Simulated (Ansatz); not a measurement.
Total energies of CH₃F₃GeSe, SMILES `C[Se][Ge]([F])([F])[F]`.

```xyz
9

C    -0.361    0.155    1.588
Se    0.231   -1.396    0.540
Ge    0.356   -0.255   -1.445
F    -1.129    0.451   -1.932
F     0.862   -1.265   -2.727
F     1.437    1.076   -1.410
H     0.398    0.934    1.568
H    -1.315    0.519    1.216
H    -0.479   -0.220    2.602
```

The species carries charge 0 and has multiplicity 1. Correlated methods include outer-core shells of Ge, Se, which these sets cover unevenly. Scalar relativity is left out up to krypton. The geometry is a stationary point of PBE0-D4/def2-TZVP. It is one conformer, not always the lowest. Basis def2-TZVPP, Ansatz 0.2.0.

RPA on PBE orbitals: Hartree–Fock energy of these orbitals -4813.34821 Eh, correlation -2.16576 Eh (frozen core).

```json
{"functional": "LDA (SPW92)", "energy without D4 (Eh)": "-4809.45522", "D4 term (kJ/mol)": "–"}
{"functional": "revPBE", "energy without D4 (Eh)": "-4817.82249", "D4 term (kJ/mol)": "-60.5"}
{"functional": "BLYP", "energy without D4 (Eh)": "-4818.35190", "D4 term (kJ/mol)": "-48.5"}
{"functional": "B97M-V", "energy without D4 (Eh)": "-4817.37025", "D4 term (kJ/mol)": "–"}
{"functional": "B3LYP", "energy without D4 (Eh)": "-4818.38260", "D4 term (kJ/mol)": "-36.6"}
{"functional": "r2SCANh", "energy without D4 (Eh)": "-4818.11181", "D4 term (kJ/mol)": "-5.7"}
{"functional": "r2SCAN0", "energy without D4 (Eh)": "-4818.06894", "D4 term (kJ/mol)": "-6.4"}
{"functional": "LC-ωPBE", "energy without D4 (Eh)": "-4817.51477", "D4 term (kJ/mol)": "–"}
{"functional": "ωB97X-V", "energy without D4 (Eh)": "-4817.78108", "D4 term (kJ/mol)": "–"}
{"functional": "PBE-QIDH", "energy without D4 (Eh)": "-4816.74633", "D4 term (kJ/mol)": "–"}
```

Give the same for PBE, r2SCAN, PBE0, HSE06 (plane-wave form), BHLYP, CAM-B3LYP, ωB97M-V, B2PLYP. (Estimate.)

Ansatz gave: 
```tsv
functional	energy without D4 (Eh)	D4 term (kJ/mol)
PBE	-4817.29097	-22.5
r2SCAN	-4818.14204	-5.3
PBE0	-4817.42390	-19.1
HSE06 (plane-wave form)	-4817.41366	-18.0
BHLYP	-4818.13593	-30.9
CAM-B3LYP	-4818.46020	-19.7
ωB97M-V	-4817.96410	–
B2PLYP	-4817.36869	–
```

B3LYP takes the VWN-RPA correlation (the form of Gaussian; ORCA's B3LYP/G). HSE06 is the plane-wave form, built on full-range PBE exchange. The double hybrids freeze the cores in their second-order part.

LC-ωPBE has ω = 0.4 bohr⁻¹.
